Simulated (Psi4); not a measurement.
Psi4 input (wB97X-D/6-31G*):

```
memory 1500 MB

molecule {
1 2
S    -0.92221320    0.05614290    0.47181313
S     0.92278838    0.05434478   -0.47089818
H    -1.53509157   -0.87361723   -0.28708287
H     1.52588870   -0.89418562    0.27244361
symmetry c1
no_reorient
no_com
}

set {
  basis 6-31G*
  reference uks
  scf_type pk
  dft_radial_points 99
  dft_spherical_points 590
  e_convergence 1e-8
  d_convergence 1e-7
  maxiter 150
}

e = energy('wb97x-d')
print_out(f'\nFINAL {e:.10f} DIPOLE {variable("CURRENT DIPOLE")[0]:.6f} {variable("CURRENT DIPOLE")[1]:.6f} {variable("CURRENT DIPOLE")[2]:.6f}\n')
```

Output:

```
   => Loading Basis Set <=

    Name: 6-31G*
    Role: ORBITAL
    Keyword: BASIS
    atoms 1-2 entry S          line   316 file 6-31gs.gbs
    atoms 3-4 entry H          line    44 file 6-31gs.gbs

   => WB97X-D: Empirical Dispersion <=

    Chai and Head-Gordon Dispersion Correction
    Chai, J.-D.; Head-Gordon, M. (2010), J. Chem. Phys., 132: 6615-6620

        s6 =       1.000000

         ---------------------------------------------------------
                                   SCF
               by Justin Turney, Rob Parrish, Andy Simmonett
                          and Daniel G. A. Smith
                              UKS Reference
         ---------------------------------------------------------

  ==> Geometry <==

    Molecular point group: c1
    Full point group: C1

    Geometry (in Angstrom), charge = 1, multiplicity = 2:

       Center              X                  Y                   Z               Mass
    ------------   -----------------  -----------------  -----------------  -----------------
         S           -0.922213200000     0.056142900000     0.471813130000    31.972071174400
         S            0.922788380000     0.054344780000    -0.470898180000    31.972071174400
         H           -1.535091570000    -0.873617230000    -0.287082870000     1.007825032230
         H            1.525888700000    -0.894185620000     0.272443610000     1.007825032230

  Running in c1 symmetry.

  Rotational constants: A =      4.82617  B =      0.22935  C =      0.22920 [cm^-1]
  Rotational constants: A = 144684.84228  B =   6875.59571  C =   6871.17822 [MHz]
  Nuclear repulsion =   84.550066646711755

  Charge       = 1
  Multiplicity = 2
  Electrons    = 33
  Nalpha       = 17
  Nbeta        = 16

  ==> Algorithm <==

  SCF Algorithm Type is PK.
  DIIS enabled.
  MOM disabled.
  Fractional occupation disabled.
  Guess Type is SAD.
  Energy threshold   = 1.00e-08
  Density threshold  = 1.00e-07
  Integral threshold = 1.00e-12

  ==> Primary Basis <==

  Basis Set: 6-31G*
    Blend: 6-31G*
    Number of shells: 20
    Number of basis functions: 42
    Number of Cartesian functions: 42
    Spherical Harmonics?: false
    Max angular momentum: 2

  ==> DFT Potential <==

   => LibXC <=

    Version 7.1.2
    S. Lehtola, C. Steigemann, M. J. T. Oliveira, and M. A. L. Marques,  SoftwareX 7, 1–5 (2018) (10.1016/j.softx.2017.11.002)

   => Composite Functional: WB97X-D <=

    wB97X-D Hyb-GGA Exchange-Correlation Functional

    J.-D. Chai and M. Head-Gordon,  Phys. Chem. Chem. Phys. 10, 6615–6620 (2008) (10.1039/B810189B)

    Deriv               =              1
    GGA                 =           TRUE
    Meta                =          FALSE

    Exchange Hybrid     =           TRUE
    MP2 Hybrid          =          FALSE

   => Exchange-Correlation Functionals <=

    1.0000   wB97X-D range-separated functional

   => Exact (HF) Exchange <=

    0.7780            HF,LR [omega = 0.2000]
    0.2220               HF

   => LibXC Density Thresholds  <==

    XC_HYB_GGA_XC_WB97X_D:  1.00E-14

   => Molecular Quadrature <=

    Radial Scheme          =       TREUTLER
    Pruning Scheme         =           NONE
    Nuclear Scheme         =       TREUTLER

    Blocking Scheme        =         OCTREE
    BS radius alpha        =              1
    Pruning alpha          =              1
    Radial Points          =             99
    Spherical Points       =            590
    Total Points           =         219786
    Total Blocks           =           1620
    Max Points             =            256
    Max Functions          =             41
    Weights Tolerance      =       1.00E-15

  ==> Integral Setup <==

  Using in-core PK algorithm.
   Calculation information:
      Number of atoms:                   4
      Number of AO shells:              20
      Number of primitives:             62
      Number of atomic orbitals:        42
      Number of basis functions:        42

      Integral cutoff                 1.00e-12
      Number of threads:                 1

  Performing in-core PK
  Using 1224468 doubles for integral storage.
  We computed 21078 shell quartets total.
  Whereas there are 22155 unique shell quartets.

  Computing range-separated integrals for PK
  We computed 21078 wK shell quartets total.
  Whereas there are 22155 wK unique shell quartets.

  ==> DiskJK: Disk-Based J/K Matrices <==

    J tasked:                  Yes
    K tasked:                  Yes
    wK tasked:                 Yes
    Omega:               2.000E-01
    Schwarz Cutoff:          1E-12


  Cached 100.0% of DFT collocation blocks in 0.230 [GiB].

  Minimum eigenvalue in the overlap matrix is 1.4536352766E-02.
  Reciprocal condition number of the overlap matrix is 2.9728046875E-03.
    Using symmetric orthogonalization.

  ==> Pre-Iterations <==

  SCF Guess: Superposition of Atomic Densities via on-the-fly atomic UHF (no occupation information).

   -------------------------
    Irrep   Nso     Nmo
   -------------------------
     A         42      42
   -------------------------
    Total      42      42
   -------------------------

  ==> Iterations <==

                        Total Energy        Delta E     RMS |[F,P]|

   @UKS iter SAD:  -797.30720685345284   -7.97307e+02   0.00000e+00
   @UKS iter   1:  -797.12621282881491    1.80994e-01   4.70548e-03 ADIIS/DIIS
   @UKS iter   2:  -797.15393949728866   -2.77267e-02   1.66377e-03 ADIIS/DIIS
   @UKS iter   3:  -797.15692284782801   -2.98335e-03   3.00997e-04 ADIIS/DIIS
   @UKS iter   4:  -797.15719451468806   -2.71667e-04   1.16406e-04 ADIIS/DIIS
   @UKS iter   5:  -797.15726563738338   -7.11227e-05   6.38719e-05 DIIS
   @UKS iter   6:  -797.15729158029501   -2.59429e-05   2.30187e-05 DIIS
   @UKS iter   7:  -797.15729670646226   -5.12617e-06   6.80490e-06 DIIS
   @UKS iter   8:  -797.15729702803173   -3.21569e-07   2.72694e-06 DIIS
   @UKS iter   9:  -797.15729708755487   -5.95231e-08   6.85130e-07 DIIS
   @UKS iter  10:  -797.15729709114407   -3.58921e-09   1.87763e-07 DIIS
   @UKS iter  11:  -797.15729709143295   -2.88878e-10   9.50477e-08 DIIS
  Energy and wave function converged.

  ==> Post-Iterations <==

   Electrons on quadrature grid:
      Nalpha   =   17.0000000282 ; deviation = 2.824e-08
      Nbeta    =   16.0000000292 ; deviation = 2.922e-08
      Ntotal   =   33.0000000575 ; deviation = 5.746e-08

   @Spin Contamination Metric:   6.264184301E-03
   @S^2 Expected:                7.500000000E-01
   @S^2 Observed:                7.562641843E-01
   @S   Expected:                5.000000000E-01
   @S   Observed:                5.000000000E-01

    Orbital Energies [Eh]
    ---------------------

    Alpha Occupied:

       1A    -89.369841     2A    -89.369830     3A     -8.391154
       4A     -8.391141     5A     -6.340678     6A     -6.340544
       7A     -6.337952     8A     -6.337922     9A     -6.332553
      10A     -6.332549    11A     -1.206342    12A     -1.062233
      13A     -0.821681    14A     -0.778506    15A     -0.714704
      16A     -0.644813    17A     -0.632438

    Alpha Virtual:

      18A     -0.240654    19A     -0.138158    20A     -0.133829
      21A      0.134503    22A      0.154991    23A      0.168414
      24A      0.188600    25A      0.191921    26A      0.228711
      27A      0.229066    28A      0.293965    29A      0.418230
      30A      0.431912    31A      0.502430    32A      0.515833
      33A      0.548576    34A      0.552156    35A      0.592088
      36A      0.691989    37A      0.696799    38A      0.900068
      39A      0.935022    40A      1.021068    41A      3.604900
      42A      3.708911

    Beta Occupied:

       1A    -89.366880     2A    -89.366869     3A     -8.388160
       4A     -8.388136     5A     -6.337999     6A     -6.337853
       7A     -6.332929     8A     -6.332904     9A     -6.326542
      10A     -6.326537    11A     -1.187015    12A     -1.037389
      13A     -0.812793    14A     -0.749698    15A     -0.704944
      16A     -0.593212

    Beta Virtual:

      17A     -0.397969    18A     -0.228100    19A     -0.127751
      20A     -0.127642    21A      0.137808    22A      0.162388
      23A      0.177282    24A      0.195694    25A      0.197236
      26A      0.234049    27A      0.241752    28A      0.301781
      29A      0.438677    30A      0.448198    31A      0.511170
      32A      0.540006    33A      0.561133    34A      0.576746
      35A      0.613587    36A      0.710385    37A      0.713337
      38A      0.915992    39A      0.944402    40A      1.030891
      41A      3.618265    42A      3.722300

    Final Occupation by Irrep:
              A
    DOCC [    16 ]
    SOCC [     1 ]
    NA   [    17 ]
    NB   [    16 ]

  @UKS Final Energy:  -797.15729709143295

   => Energetics <=

    Nuclear Repulsion Energy =             84.5500666467117554
    One-Electron Energy =               -1259.4417940322632603
    Two-Electron Energy =                 415.4961349603042322
    DFT Exchange-Correlation Energy =     -37.7613933349213298
    Empirical Dispersion Energy =          -0.0003113312644018
    VV10 Nonlocal Energy =                  0.0000000000000000
    Total Energy =                       -797.1572970914329517

  UHF NO Occupations:
  HONO-2 :   15  A 1.9996121
  HONO-1 :   16  A 1.9974966
  HONO-0 :   17  A 1.0000000
  LUNO+0 :   18  A 0.0025034
  LUNO+1 :   19  A 0.0003879
  LUNO+2 :   20  A 0.0001858
  LUNO+3 :   21  A 0.0000247

Computation Completed

Properties will be evaluated at   0.000000,   0.000000,   0.000000 [a0]

Properties computed using the SCF density matrix

 Multipole Moments:

 ------------------------------------------------------------------------------------
     Multipole            Electronic (a.u.)      Nuclear  (a.u.)        Total (a.u.)
 ------------------------------------------------------------------------------------

 L = 1.  Multiply by 2.5417464519 to convert [e a0] to [Debye]
 Dipole X            :         -0.0044471            0.0000000           -0.0044471
 Dipole Y            :         -0.8542501            0.0000001           -0.8542501
 Dipole Z            :         -0.0070740           -0.0000001           -0.0070741
 Magnitude           :                                                    0.8542909

 ------------------------------------------------------------------------------------

FINAL -797.1572970914 DIPOLE -0.004447 -0.854250 -0.007074

*** Psi4 exiting successfully. Buy a developer a beer!
```

The dipole moment of an ion depends on the origin.

The geometry given is a B3LYP-D3(BJ)/def2-TZVP minimum of the species of charge 0 and multiplicity 1, not of this state.
